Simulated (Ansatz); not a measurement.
System: sum formula H₃SiO₄ (charge 0, doublet). It need not be the lowest isomer of its formula. 
Geometry from a B3LYP-D3(BJ)/def2-TZVP (Ansatz, an electronic-structure program) optimisation:
SMILES: [Si]([O])(O)(O)O
```xyz
8

Si    -0.0018     0.0143    -0.0279
O      0.9145    -0.1529    -1.3971
O     -1.5663    -0.1017    -0.4568
O      0.5755    -1.1955     0.9111
O      0.1575     1.4180     0.7826
H     -2.1885     0.5029    -0.0436
H      0.5494    -2.0921     0.5645
H      1.0146     1.6462     1.1508
```
Charge 0, spin multiplicity 2.

Dipole moments at this geometry, in debye (magnitudes).

```tsv
level	program	dipole (D)
BLYP/def2-TZVPD	Ansatz	2.02
revPBE/def2-TZVPD	Ansatz	1.95
B97M-V/def2-TZVPD	Ansatz	1.65
B3LYP/def2-TZVPD	Ansatz	1.62
PBE0/def2-TZVPD	Ansatz	1.53
BHLYP/def2-TZVPD	Ansatz	1.39
r2SCANh/def2-TZVPD	Ansatz	1.59
HSE06/def2-TZVPD	Ansatz	1.54
CAM-B3LYP/def2-TZVPD	Ansatz	1.49
LC-wPBE/def2-TZVPD	Ansatz	1.42
wB97M-V/def2-TZVPD	Ansatz	1.45
wB97X-V/def2-TZVPD	Ansatz	1.45
CCSD(T)/aug-cc-pV(D+d)Z	Ansatz	1.41
```
